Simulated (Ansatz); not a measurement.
(BeTe)2 ring (Be₂Te₂). Charge 0, multiplicity 3. Geometry PBE0-D4/def2-TZVP, that of the neutral singlet.

| atom | x (Å) | y (Å) | z (Å) |
| --- | --- | --- | --- |
| Be1 | 0.639 | 0.217 | -0.793 |
| Te2 | -0.033 | -1.932 | -0.555 |
| Be3 | -0.639 | -0.217 | 0.793 |
| Te4 | 0.033 | 1.932 | 0.555 |

In the def2 sets Te takes a core potential; there is no spin–orbit coupling. At PBE0-D4/def2-TZVP a singlet of charge 0 lies 1.92 eV below the triplet at the same geometry.

Task: Estimate the α-spin orbital energies around the gap (eV) in Ansatz with PBE-D4/def2-TZVP, r2SCAN-D4/def2-TZVP, PBE0-D4/def2-TZVP.

Result: 
```tsv
orbital	PBE-D4/def2-TZVP	r2SCAN-D4/def2-TZVP	PBE0-D4/def2-TZVP
HOMO−5	-7.54	-7.89	-8.74
HOMO−4	-7.27	-7.61	-8.39
HOMO−3	-7.21	-7.47	-8.25
HOMO−2	-6.96	-7.21	-7.99
HOMO−1	-6.39	-6.76	-7.46
HOMO	-3.76	-3.98	-4.44
LUMO	-2.51	-2.52	-1.98
LUMO+1	-2.10	-1.83	-1.37
LUMO+2	-1.26	-0.97	-0.49
LUMO+3	-0.76	-0.34	-0.06
LUMO+4	0.34	0.84	0.90
LUMO+5	0.45	1.21	0.93
β HOMO	-6.71	-6.83	-7.30
β LUMO	-5.69	-5.65	-5.13
```
